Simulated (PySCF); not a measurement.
# Arsenic: highly charged ions in a basis for the neutral atom

As²²⁺ [Ne] 3s1, As²³⁺ [Ne]. All numbers are calculated (PySCF 2.14, scalar relativity by spin-free X2C-1e, in aug-cc-pVDZ-DK (6s5p3d, 36 functions)). No spin-orbit coupling, so a gap to NIST mixes the basis error with missing relativistic terms.

Changed run: basis of the neutral atom used for a highly charged ion. This setting is unsound on purpose.

| species | method | sound run (hartree) | changed run (hartree) | converged |
| --- | --- | --- | --- | --- |
| As²²⁺ | UHF | not run | -1961.85465 | yes |
| As²²⁺ | M06-2X | not run | -1962.43827 | yes |
| As²²⁺ | MN15 | not run | -1963.52635 | yes |
| As²³⁺ | UHF | not run | -1927.57986 | yes |
| As²³⁺ | M06-2X | not run | -1928.09633 | yes |
| As²³⁺ | MN15 | not run | -1929.28059 | yes |

Ionisation energy of As²²⁺:

```csv
method,changed run (eV),NIST (eV)
UHF,932.66,956.79
M06-2X,934.49,956.79
MN15,931.87,956.79
```

The contracted functions were made for the neutral atom and can be too rigid for a highly charged ion.
